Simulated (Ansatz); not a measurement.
The cluster HgBr2⁻, 3 atoms. Hardware: 4 threads of Arm Neoverse V1 on a shared host.

In the def2 sets Hg takes a core potential; there is no spin–orbit coupling. Correlated methods freeze 18 core orbitals; core or outer-core shells of Hg, Br are correlated, in sets that lack core-valence functions.

(1) How many basis functions does each of these Ansatz runs have, and roughly what does it cost? ωB97X-V/def2-TZVPD, charge -1 doublet, energy, from earlier orbitals; RPA@PBE/def2-TZVPD, charge -1 doublet, energy, from earlier orbitals; PBE0-D4/def2-TZVPD, charge -1 quartet, energy, from earlier orbitals; revPBE-D4/def2-TZVPD, charge -1 quartet, energy, from earlier orbitals; r2SCAN-D4/def2-TZVPD, charge -1 quartet, relaxation, 4 steps; CCSD(T)/def2-SVPD, charge -1 quartet, energy, from earlier orbitals; r2SCAN0-D4/def2-TZVPD, charge -1 quartet, energy, from earlier orbitals; CAM-B3LYP-D4/def2-TZVPD, charge -1 quartet, energy, from earlier orbitals; RPA@PBE/def2-TZVPD, charge -1 quartet, energy, from earlier orbitals; r2SCAN0-D4/def2-TZVPD, charge -1 doublet, energy, from earlier orbitals; MP2/def2-TZVPD, charge -1 doublet, energy, from earlier orbitals; MP2/def2-TZVPD, charge -1 quartet, energy, from earlier orbitals.

Results:

(1) Other jobs shared the machine, so times can vary by a factor of up to 3. A dash marks memory too small to be measured apart from the calling script's.

```csv
run,functions,fitting or Cholesky vectors,wall time,peak host memory (GiB)
"MP2/def2-TZVPD, charge -1 doublet, energy, from earlier orbitals",160,1101,3.5 s,–
"RPA@PBE/def2-TZVPD, charge -1 doublet, energy, from earlier orbitals",160,1101,5.5 s,–
"r2SCAN0-D4/def2-TZVPD, charge -1 doublet, energy, from earlier orbitals",160,1101,9.5 s,0.63
"revPBE-D4/def2-TZVPD, charge -1 quartet, energy, from earlier orbitals",160,1230,10 s,–
"MP2/def2-TZVPD, charge -1 quartet, energy, from earlier orbitals",160,1101,12 s,–
"ωB97X-V/def2-TZVPD, charge -1 doublet, energy, from earlier orbitals",160,1101,12 s,0.79
"PBE0-D4/def2-TZVPD, charge -1 quartet, energy, from earlier orbitals",160,1101,15 s,0.68
"RPA@PBE/def2-TZVPD, charge -1 quartet, energy, from earlier orbitals",160,1101,16 s,–
"CAM-B3LYP-D4/def2-TZVPD, charge -1 quartet, energy, from earlier orbitals",160,1101,21 s,0.78
"r2SCAN0-D4/def2-TZVPD, charge -1 quartet, energy, from earlier orbitals",160,1101,35 s,0.77
"CCSD(T)/def2-SVPD, charge -1 quartet, energy, from earlier orbitals",117,1113,37 s,1.2
"r2SCAN-D4/def2-TZVPD, charge -1 quartet, relaxation, 4 steps",160,1230,50 s,–
```
